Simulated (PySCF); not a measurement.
Level of theory: PySCF with PBE-D3(BJ)/def2-TZVP // PBE-D3(BJ)/def2-SVP. Isolated molecules, 0 K electronic values unless said otherwise. 

Reference species: [Hf(F)4] (neutral, multiplicity 1).

```json
{
  "mean_distance_from_the_central_atom_to_its_bonded_neighbours": "1.915 Å",
  "charge on the central atom (Mulliken)": "1.54 e",
  "coordination_number": "4",
  "LUMO": "-1.71 eV"
}
```

Changed species: [Hf(F)2(H)2] (2 of 4 F replaced by H; the reference has 0 of 4 F replaced by H).

Problem. What does the change do to the mean distance from the central atom to its bonded neighbours, charge on the central atom (Mulliken), coordination number and LUMO?

Solution. the mean distance from the central atom to its bonded neighbours decreases by 0.036 Å, to 1.879 Å; the charge on the central atom (Mulliken) drops by 0.51 e, to 1.03 e; the coordination number is nearly the same; the LUMO falls by 1.23 eV, to -2.94 eV.
